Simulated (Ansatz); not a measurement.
Mulliken charges of ClHMoO3, SMILES `[O]=[Mo](=[O])([OH])[Cl]` from r2SCAN/def2-TZVPP in Ansatz (PBE0-D4/def2-TZVP geometry).

```json
{"atom": "O1", "x (Å)": "1.279", "y (Å)": "-1.041", "z (Å)": "1.055", "charge (e)": "-0.489"}
{"atom": "Mo2", "x (Å)": "0.302", "y (Å)": "-0.294", "z (Å)": "-0.072", "charge (e)": "1.526"}
{"atom": "O3", "x (Å)": "-0.647", "y (Å)": "-1.465", "z (Å)": "-0.790", "charge (e)": "-0.479"}
{"atom": "O4", "x (Å)": "-0.765", "y (Å)": "0.964", "z (Å)": "0.787", "charge (e)": "-0.501"}
{"atom": "Cl5", "x (Å)": "1.578", "y (Å)": "0.690", "z (Å)": "-1.649", "charge (e)": "-0.299"}
{"atom": "H6", "x (Å)": "-1.705", "y (Å)": "1.081", "z (Å)": "0.622", "charge (e)": "0.241"}
```

Question: By hand: the dipole of these point charges (1 e Å = 4.8032 D).

Answer: Σ q r = (-0.354, 0.333, 0.001) e Å, of length 0.486 e Å = 2.33 D.

Question: How does the dipole of the full density compare? (An estimate is asked.)

Answer: The calculation gave: (-0.435, 0.382, -0.019) e Å, 2.78 D; the point charges give 0.84 times that, at 3° from its direction.

Point charges leave out the atoms' own dipoles, such as those of lone pairs, and Mulliken's split depends on the basis, so the two needn't agree.
